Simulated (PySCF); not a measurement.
A species of formula C5H6O3 has this rotational fingerprint, computed with PBE0/pcSseg-1 in PySCF (dipole) on a GFN2-xTB geometry, gas phase:

```
Rotational constants : A = 2762, B = 2288, C = 1382 MHz
Dipole components    : |μa| = 0.41 D, |μb| = 0.61 D, |μc| = 1.63 D
Inertial defect      : -38.27 u·Å²
κ                    : 0.31
```

Question: Which structure is it? (One computed conformer of each.)
A. `[CH3:1][O:2][C@@H:3]1[CH:4]=[CH:5][C:6](=[O:7])[O:8]1` with C1–O2–C3–C4 -178°
B. `[CH2:1]=[CH:2][C@:3]1([C:4](=[O:5])[OH:6])[CH2:7][O:8]1` with C1–C2–C3–C4 39°, C2–C3–C4–O5 -9°, C3–C4–O6–H -178°
C. `[OH:1][CH2:2][C:3]1=[CH:4][O:5][CH:6]=[CH:7][O:8]1` with H–O1–C2–C3 53°, O1–C2–C3–C4 116°

Answer: B. It is C=C[C@]1(C(=O)O)CO1, an asymmetric top, point group C1. The candidates at the same level (rigid rotor, commonest isotopes):

```
             SMILES  A (MHz)  B (MHz)  C (MHz)  μa (D)  μb (D)  μc (D)  Δ (u·Å²)  point group           rotor
C=C[C@]1(C(=O)O)CO1     2762     2288     1382    0.41    0.61    1.63    -38.27           C1  asymmetric top
CO[C@@H]1C=CC(=O)O1     4564     1578     1246    2.93    2.74    1.06    -25.37           C1  asymmetric top
       OCC1=COC=CO1     4757     1534     1233    1.17    0.76    0.76    -25.91           C1  asymmetric top
```

`CO[C@@H]1C=CC(=O)O1` has A 65 % too high; `OCC1=COC=CO1` has A 72 % too high. No structure here is proved a minimum.
